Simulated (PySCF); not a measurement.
Species: C₆H₁₁NSi₂.
Atom-mapped SMILES: `[N:1]#[C:2][Si@H:3](/[CH:4]=[CH:5]\[SiH3:6])[CH:7]1[CH2:8][CH2:9]1` (hydrogens: H10 on Si3; H11 on C4; H12 on C5; H13, H14, H15 on Si6; H16 on C7; H17, H18 on C8; H19, H20 on C9)

Computed with PySCF at PBE0/pcSseg-1, non-relativistic, on one gas-phase PBE0-D3(BJ)/def2-SVP geometry that isn't relaxed in the solvent. The solvent is an IEF-PCM continuum (cavity from Bondi-type radii × 1.2). The model holds no explicit solvent molecules, cavitation or dispersion.

Gas phase at PBE0/pcSseg-1: HOMO -8.36 eV, LUMO -1.56 eV, dipole 4.25 D.

**Question.** What does the continuum do to the energy, the frontier levels and the dipole at PBE0/pcSseg-1 in acetone and dimethylsulfoxide?

**Answer.** 
```
          solvent      ε  E(solvent) − E(gas) (kcal/mol)  polarisation term (kcal/mol)  distortion of the solute (kcal/mol)  HOMO (eV)  LUMO (eV)  dipole (D)
          acetone  20.49                           -5.69                         -6.66                                 0.97      -8.08      -1.31        5.28
dimethylsulfoxide  46.83                           -5.95                         -7.00                                 1.05      -8.07      -1.30        5.32
```

The polarisation term is half the interaction of the solute with the surface charges that it induces; the rest is the cost of distorting the solute's density. The sum is the electrostatic part of solvation alone. From acetone to dimethylsulfoxide the lowering changes by a factor 1.04, Onsager's factor (ε − 1)/(2ε + 1) by 1.04 and ε itself by 2.3.

**Question.** Which radius a makes the point-dipole formula ΔE = −[(ε − 1)/(2ε + 1)]·μ²/a³ give the value in dimethylsulfoxide, with the gas-phase dipole?

**Answer.** μ = 1.672 au and |ΔE| = 0.00948 Eh give a = 2.77 Å; the farthest nucleus lies 4.20 Å from the centroid of the nuclei, so such a sphere wouldn't even hold the nuclei. The formula assumes a rigid point dipole at the centre of a sphere.

**Question.** Which ESP-fitted charges (PBE0/pcSseg-1) respond most in acetone (means over atoms taken as equivalent)?

**Answer.** 
```tsv
atoms	environment	gas (e)	solvent (e)	change
N1	cyano nitrogen	-0.422	-0.517	-0.095
C2	cyano carbon	+0.280	+0.359	+0.079
Si3	SiH silicon	+0.113	+0.071	-0.042
C9	three-membered-ring carbon	-0.328	-0.359	-0.031
C4	alkene CH carbon	-0.179	-0.198	-0.019
C7	sp3 carbon bound to silicon	-0.179	-0.164	+0.015
H11	vinylic hydrogen	+0.149	+0.164	+0.015
H19	methylene hydrogen	+0.169	+0.182	+0.013
H10	Si–H hydrogen	-0.001	+0.013	+0.014
H12	vinylic hydrogen	+0.142	+0.155	+0.013
H20	methylene hydrogen	+0.163	+0.172	+0.009
Si6	SiH3 silicon	+0.375	+0.383	+0.008
```

Time: 83 s; peak memory 1.2 GiB. Hardware: one thread, Arm Neoverse N1 (aarch64), no GPU (shared host). This is the whole shielding run at PBE0/pcSseg-1 in dimethylsulfoxide, SCF included.

Conformer computed: `[N:1]#[C:2][Si@H:3](/[CH:4]=[CH:5]\[SiH3:6])[CH:7]1[CH2:8][CH2:9]1`: C2–Si3–C4–C5 164°, C2–Si3–C7–C8 145°.
